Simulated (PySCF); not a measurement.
Constitutional and geometric isomers with formula C2H6Si. Gas-phase values, no solvent. Strings in code marks are SMILES.

Calculation: PBE-D3(BJ)/def2-TZVP // PBE0-D3(BJ)/def2-TZVP (PySCF). Excitations are Tamm–Dancoff values on a coarser integration grid. The basis has no diffuse functions, so Rydberg states are missing or too high.

```json
[
 {"species": "`C(C)=[SiH2]`", "LUMO (eV)": "-1.85", "S1 excitation (TDA) (eV)": "5.29", "S1 oscillator strength": "0.406"},
 {"species": "`C[SiH]=C`", "LUMO (eV)": "-1.50", "S1 excitation (TDA) (eV)": "5.45", "S1 oscillator strength": "…"},
 {"species": "`C=C[SiH3]`", "LUMO (eV)": "-1.50", "S1 excitation (TDA) (eV)": "6.45", "S1 oscillator strength": "0.002"},
 {"species": "`C1C[SiH2]1`", "LUMO (eV)": "…", "S1 excitation (TDA) (eV)": "…", "S1 oscillator strength": "0.019"}
]
```

What belongs in the gaps?


- `C[SiH]=C`, S1 oscillator strength: 0.020
- `C1C[SiH2]1`, LUMO (eV): -0.49
- `C1C[SiH2]1`, S1 excitation (TDA) (eV): 6.09
